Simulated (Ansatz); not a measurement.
Start from `[OH][Hf]([F])([F])[SH]` and change one element to get `[OH][Zr]([F])([F])[SH]`.

Ansatz, PBE0-D4/def2-TZVP geometries, multiplicity 1. Each molecule was computed in one conformer, which needn't be the lowest.

Elements past krypton have def2 core potentials.

```csv
property,`[OH][Hf]([F])([F])[SH]`
size of the dipole moment (ωB97M-V/def2-TZVPP) / D,3.30
HOMO–LUMO gap (B3LYP/def2-TZVPP) / eV,6.35
size of the dipole moment (PBE/def2-TZVPP) / D,3.23
HOMO–LUMO gap (PBE/def2-TZVPP) / eV,4.78
LUMO energy (ωB97M-V/def2-TZVPP) / eV,0.64
LUMO energy (PBE0/def2-TZVPP) / eV,-0.89
```

Question: Give the same properties after the change, and the shifts. (Estimate.)

Answer: Ansatz gave: 
```json
{"property": "size of the dipole moment (ωB97M-V/def2-TZVPP) / D", "`[OH][Zr]([F])([F])[SH]`": "3.36", "shift": "0.06"}
{"property": "HOMO–LUMO gap (B3LYP/def2-TZVPP) / eV", "`[OH][Zr]([F])([F])[SH]`": "5.94", "shift": "-0.41"}
{"property": "size of the dipole moment (PBE/def2-TZVPP) / D", "`[OH][Zr]([F])([F])[SH]`": "3.28", "shift": "0.05"}
{"property": "HOMO–LUMO gap (PBE/def2-TZVPP) / eV", "`[OH][Zr]([F])([F])[SH]`": "4.36", "shift": "-0.42"}
{"property": "LUMO energy (ωB97M-V/def2-TZVPP) / eV", "`[OH][Zr]([F])([F])[SH]`": "0.35", "shift": "-0.29"}
{"property": "LUMO energy (PBE0/def2-TZVPP) / eV", "`[OH][Zr]([F])([F])[SH]`": "-1.32", "shift": "-0.43"}
```

Dipoles are sizes alone; their direction can turn.

B3LYP here is the variant with VWN-RPA as its local correlation; programs differ in this.
